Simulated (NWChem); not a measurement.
System: disulfane (H2S2); SMILES SS

Here is an NWChem input.

```
start job
memory heap 200 mb stack 900 mb global 1100 mb
geometry units angstroms noautosym nocenter noautoz
  S      0.020651    -1.036052     0.078241
  S     -0.020651     1.036052     0.078241
  H     -0.931984    -1.250775    -0.861827
  H      0.931984     1.250775    -0.861827
end
basis spherical
  * library def2-svp
end
dft
  xc pbe0
  iterations 150
end
cosmo
  do_cosmo_smd true
  solvent water
end
task dft energy
```

All runs use the structure optimised with PBE0/def2-SVP. Solvent: water.

Level: PBE0/def2-SVP with SMD (1 M gas to 1 M solution), gas-phase geometry.

What results follow from this input? (PBE0/def2-SVP, SMD on the gas-phase geometry.) Quantities: solvation free energy (kcal/mol); cavity-dispersion-structure term (kcal/mol); dipole in solution (D).


```
Quantity                                     Result
-------------------------------------------  ------
solvation free energy (kcal/mol)               -1.9
cavity-dispersion-structure term (kcal/mol)     0.7
dipole in solution (D)                         1.86
```
